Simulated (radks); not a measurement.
Coulomb parameter of the 4d shell of the rhodium ion Rh+ in the model configuration [Kr] 4d7 5s1, as a second difference U = [E(n + 1) + E(n - 1) - 2 E(n)] / (1)^2 with all orbitals relaxed. "Bare": the charge of the atom changes with n. "Screened": the 5s shell takes up the change at fixed total charge, which measures U(4d,4d) + U(5s,5s) - 2 U(4d,5s). Method: Dirac Kohn-Sham, PBE, spin-unpolarised, spherical densities, point nucleus; open shells are shared between the two j in proportion to 2j + 1; computed with a radial shooting solver on a logarithmic mesh with Libxc functionals.

case         configuration  E - E(n) (eV)
start         [Kr] 4d7 5s1          0.000
bare +1       [Kr] 4d8 5s1        -11.128
bare -1       [Kr] 4d6 5s1         22.892
screened +1       [Kr] 4d8         -3.666
screened -1   [Kr] 4d6 5s2          5.541

U(bare) = 11.764 eV, U(screened by 5s) = 1.875 eV.
